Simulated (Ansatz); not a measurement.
Start from `[SiH3][GeH2][SiH2][GeH2][SiH3]` and change one atom or group to get `[SiH3][GeH2][SiH3]`.

Ansatz, PBE0-D4/def2-TZVP geometries, multiplicity 1. Each molecule was computed in one conformer, which needn't be the lowest.

Scalar relativity is left out up to krypton.

| property | `[SiH3][GeH2][SiH2][GeH2][SiH3]` |
| --- | --- |
| HOMO–LUMO gap (PBE/def2-TZVPP) / eV | 5.65 |
| HOMO energy (PBE/def2-TZVPP) / eV | -6.76 |
| size of the dipole moment (B3LYP/def2-TZVPP) / D | 0.06 |
| HOMO energy (ωB97M-V/def2-TZVPP) / eV | -9.70 |
| HOMO energy (PBE0/def2-TZVPP) / eV | -7.77 |
| LUMO energy (ωB97M-V/def2-TZVPP) / eV | 1.30 |

Question: Give the same properties after the change, and the shifts. (An estimate is asked.)

Answer: The calculation gave: 
| property | `[SiH3][GeH2][SiH3]` | shift |
| --- | --- | --- |
| HOMO–LUMO gap (PBE/def2-TZVPP) / eV | 5.99 | 0.34 |
| HOMO energy (PBE/def2-TZVPP) / eV | -6.90 | -0.14 |
| size of the dipole moment (B3LYP/def2-TZVPP) / D | 0.02 | -0.04 |
| HOMO energy (ωB97M-V/def2-TZVPP) / eV | -9.90 | -0.20 |
| HOMO energy (PBE0/def2-TZVPP) / eV | -7.93 | -0.16 |
| LUMO energy (ωB97M-V/def2-TZVPP) / eV | 1.55 | 0.25 |

With PBE0 the HOMO falls by 0.16 eV and the LUMO rises by 0.23 eV, so the gap widens by about 0.39 eV. PBE moves the HOMO by -0.14 eV and ωB97M-V by -0.20 eV.

B3LYP here is the variant with VWN-RPA as its local correlation; programs differ in this.
